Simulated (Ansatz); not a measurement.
A single point on Ge5H12, SMILES `[GeH3][GeH2][GeH2][GeH2][GeH3]`.

```yaml
crystal:
  periodic: [false, false, false]
  atoms:
    - {symbol: Ge, position_ang: [-2.036554, 0.838551, 1.549442]}
    - {symbol: Ge, position_ang: [0.269628, 1.542480, 1.311960]}
    - {symbol: Ge, position_ang: [1.671536, -0.407292, 0.966075]}
    - {symbol: Ge, position_ang: [0.664578, -1.770167, -0.770364]}
    - {symbol: Ge, position_ang: [0.106708, -0.368265, -2.666124]}
    - {symbol: H, position_ang: [-2.174965, -0.092209, 2.765705]}
    - {symbol: H, position_ang: [-2.976556, 2.040551, 1.736409]}
    - {symbol: H, position_ang: [-2.470954, 0.063118, 0.294476]}
    - {symbol: H, position_ang: [0.716535, 2.328526, 2.558645]}
    - {symbol: H, position_ang: [0.396658, 2.473540, 0.091368]}
    - {symbol: H, position_ang: [3.088416, 0.018124, 0.537371]}
    - {symbol: H, position_ang: [1.785070, -1.205656, 2.278341]}
    - {symbol: H, position_ang: [-0.619588, -2.416868, -0.217564]}
    - {symbol: H, position_ang: [1.616528, -2.899595, -1.206259]}
    - {symbol: H, position_ang: [-0.572620, -1.175836, -3.784027]}
    - {symbol: H, position_ang: [-0.847161, 0.751180, -2.216771]}
    - {symbol: H, position_ang: [1.382733, 0.279810, -3.228722]}
basis:
  gaussian: {orbitals: def2-TZVPP}
hamiltonian: {xc: pbe}
correlation: {method: rpa}
```

```sh
$ ansatz run in.yaml --threads 6 --pin off --events-out ev --progress --plain --backend cuda
```

It prints (some lines left out):

```
Functional definition: PBE
2502 factors; integrals over basis functions are off by at most 1.1e-3 eV
mean field evaluation 1: about -282740.8901 eV, gradient 5.3e1 eV
mean field evaluation 2: about -282740.8645 eV, gradient 5.3e1 eV
mean field evaluation 4: about -282743.9013 eV, gradient 7.4e0 eV
mean field evaluation 8: about -282744.0210 eV, gradient 4.1e-1 eV
mean field evaluation 16: about -282744.0214 eV, gradient 5.7e-5 eV
mean field -282744.02139558 eV, -10390.6511355065 hartree, gradient 3.1e-6 eV, S^2 0.000000; 0 other end points of the search recorded, 0 dependent functions left out
45 core orbitals not correlated: weight in the atoms' cores, before any rotation towards them, 1.000 or more for the frozen orbitals, at most 0.000 for the correlated occupied ones
reference -282554.92657252 eV, -10383.7020289319 hartree; 41, 41 occupied and 322, 322 virtual orbitals, 2502 factors
Total energy: -282613.50287365 eV, -10385.8546682940 hartree
```

It took 8 s on 6 threads of an AMD EPYC 7R13 on a shared host and a share of an NVIDIA H100 80 GB, with 1.9 GiB of host memory at the peak.
